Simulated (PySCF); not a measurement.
Two species compared at the same levels of theory.

First species: C5H10ClFO.
SMILES: `CO[C@@](C)(CF)CCl`

Second species: C4H8O2Si.
SMILES with atom numbers: `[O:1]=[C:2]1[O:3][CH2:4][C@H:5]1[CH2:6][SiH3:7]` (hydrogens: H8, H9 on C4; H10 on C5; H11, H12 on C6; H13, H14, H15 on Si7)

Levels: PBE0/def2-SVPD for dipole moment, HOMO energy, LUMO energy, HOMO–LUMO gap, static isotropic polarisability and electronic spatial extent ⟨r²⟩ about the centre of nuclear charge; TDDFT PBE0/def2-SVPD for lowest singlet excitation; TDA PBE0/def2-SVPD for lowest triplet excitation (Tamm–Dancoff); GFN2-xTB for rotational constant A and rotational constant C. Geometries: GFN2-xTB. Each structure is a single optimised conformer of the isolated species, non-relativistic unless stated; the electronic structure was computed with PySCF and density fitting.

Dipoles, sizes and rotational constants follow the conformer. The torsions of the flexible species, by atom-mapped SMILES:
- `[CH3:1][O:2][C@@:3]([CH3:4])([CH2:5][F:6])[CH2:7][Cl:8]`: C1–O2–C3–C4 -55°, O2–C3–C5–F6 -80°, O2–C3–C7–Cl8 -178°
- `[O:1]=[C:2]1[O:3][CH2:4][C@H:5]1[CH2:6][SiH3:7]`: C4–C5–C6–Si7 166°

| property | column X | column Y |
| --- | --- | --- |
| dipole moment | 4.16 D | 1.18 D |
| HOMO energy | -8.16 eV | -7.73 eV |
| LUMO energy | -0.18 eV | 0.56 eV |
| HOMO–LUMO gap | 7.98 eV | 8.29 eV |
| lowest singlet excitation | 5.88 eV | 7.14 eV |
| lowest triplet excitation (Tamm–Dancoff) | 5.34 eV | 6.83 eV |
| static isotropic polarisability | 77.7 au | 79.8 au |
| electronic spatial extent ⟨r²⟩ about the centre of nuclear charge | 1030 bohr² | 1296 bohr² |
| rotational constant A | 4.137 GHz | 2.554 GHz |
| rotational constant C | 1.143 GHz | 0.927 GHz |

Task: Which column belongs to which species?

Result: Column X is the second species and column Y the first. The first has 18 atoms and 74 electrons, the second 15 and 62.

Task: How does each property change from the first species to the second?

Result: dipole moment +2.98 D; HOMO energy -0.43 eV; LUMO energy -0.74 eV; HOMO–LUMO gap -0.31 eV; lowest singlet excitation -1.26 eV; lowest triplet excitation (Tamm–Dancoff) -1.49 eV; static isotropic polarisability -2.1 au; electronic spatial extent ⟨r²⟩ about the centre of nuclear charge -266 bohr²; rotational constant A +1.583 GHz; rotational constant C +0.216 GHz.

On the first: The vertical singlet–triplet gap S1 − T1 is 0.31 eV (TDDFT singlet less Tamm–Dancoff triplet; S1: HOMO→LUMO, weight 0.74; T1: HOMO−1→LUMO, weight 0.44, beside HOMO→LUMO, weight 0.28). In atomic units the dipole is 0.46 e·bohr (1 au = 2.5417 D).

On the second: S1 lies 2.10 eV below the HOMO–LUMO gap; its leading configuration is HOMO→LUMO, weight 0.83.
